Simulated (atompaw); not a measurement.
# He PAW (atompaw): all-electron and pseudo phase curves

* Element: He
* Generator: atompaw 4.2.0.5
* Type: PAW
* Functional: PBEsol
* Relativity: non-relativistic
* Frozen core: none
* Valence charge: 2
* Reference configuration: 1s2
* Partial waves: 1s (bound): rc 0.70 bohr; 1s channel at -0.7 Ry: rc 0.70 bohr; 2p channel at 0.05 Ry: rc 0.70 bohr
* Local potential: bessel scheme, radius 0.65 bohr
* Core correction: none
* Augmentation charge: besselshape compensation charge, radius 0.65 bohr; PAW radius 0.70 bohr; waves and projectors: custom rrkj gramschmidtortho

The phase is arctan(r·u′/u) with u = r·R(r), unwrapped; energies in Ry, scanned from -3 to 5 Ry. A pole is an energy at which the radial function vanishes at the test radius. The pseudo phase is shifted by a multiple of π to meet the all-electron one at the reference energy, and phase errors are pseudo minus all-electron; the curves can meet again beyond the range given. Levels narrower than the energy grid can be missing from the lists of poles.

| channel | radius (bohr) | reference energy (Ry) | poles, all-electron | poles, pseudo | unbroken range about the reference energy with phases within 0.05 rad | phase error 1 Ry above the reference energy (rad) |
| --- | --- | --- | --- | --- | --- | --- |
| s | 0.70 | -1.14 | none | none | the whole range | -0.000 |
| p | 0.70 | 0.05 | none | none | the whole range | +0.000 |

Phases in the s channel:

```
E (Ry)  all-electron  pseudo
 -3.00         0.352   0.352
 -2.52         0.231   0.231
 -2.04         0.093   0.093
 -1.56        -0.058  -0.058
 -1.08        -0.218  -0.218
 -0.60        -0.379  -0.379
 -0.12        -0.533  -0.533
  0.36        -0.676  -0.676
  0.84        -0.802  -0.802
  1.32        -0.912  -0.912
  1.80        -1.007  -1.007
  2.28        -1.088  -1.088
  2.76        -1.158  -1.158
  3.24        -1.218  -1.218
  3.72        -1.270  -1.270
  4.20        -1.316  -1.316
  4.68        -1.356  -1.356
```
